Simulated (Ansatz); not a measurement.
**Which is lower?**

Two relaxed structures of SnH₃SO (charge -1), closed shell (PBE0-D4/def2-TZVPD; forces vanish, vibrations not checked).

A:

S1  (1.170, -1.419, 0.518)
O2  (0.258, -2.270, 1.445)
Sn3  (-0.086, 0.487, -0.298)
H4  (-1.521, 0.136, -1.228)
H5  (0.888, 1.479, -1.344)
H6  (-0.708, 1.586, 0.907)
(Å)

B:

S1  (0.497, -1.921, 1.769)
O2  (1.200, -0.963, 0.678)
Sn3  (0.139, 0.495, -0.435)
H4  (-1.145, -0.694, -0.888)
H5  (-0.549, -2.422, 1.062)
H6  (-0.846, 1.075, 0.954)
(Å)

Ansatz 0.2.0; basis: def2-TZVPPD; cores frozen in the correlated methods. Filled d shells of the heavier atoms are correlated. Core potentials replace the inner electrons of the atoms past krypton. The def2 sets are not built for correlating such inner shells, so the correlated values are less sure here. B3LYP uses VWN-RPA correlation.

**Question.** Which structure is lower at CCSD(T), and by how much? (An estimate is asked for; the value comes from the calculation.)

**Answer.** By the calculation: B, by 0.683 eV (electronic energy, against the other). By their contacts, A is SnH₃SO ([O][S][SnH3]), total charge -1 and B is SnH₃SO ([SH][O][SnH2]), total charge -1.

All methods give the same order:

```json
{"method": "PBE-D4", "E(B) − E(A) (eV)": "-0.462"}
{"method": "r2SCAN-D4", "E(B) − E(A) (eV)": "-0.527"}
{"method": "PBE0-D4", "E(B) − E(A) (eV)": "-0.556"}
{"method": "B3LYP-D4", "E(B) − E(A) (eV)": "-0.673"}
{"method": "wB97M-V", "E(B) − E(A) (eV)": "-0.739"}
{"method": "HF", "E(B) − E(A) (eV)": "-0.881"}
{"method": "MP2", "E(B) − E(A) (eV)": "-0.665"}
{"method": "CCSD", "E(B) − E(A) (eV)": "-0.759"}
{"method": "CCSD(T)", "E(B) − E(A) (eV)": "-0.683"}
```

No T1 diagnostic of these runs exceeds 0.021.

Labels in which every atom is bracketed show which atoms are joined, not bond orders.

For scale, one of the runs: CCSD(T)/def2-TZVPPD, 198 basis functions, launched by `ansatz run in.yaml --threads 2 --pin off --events-out ev --progress --plain --max-ram 4352MiB`. Hardware: 2 CPU threads of an Arm Neoverse V1, shared host. Wall time 110 s; peak host memory 2.6 GiB.
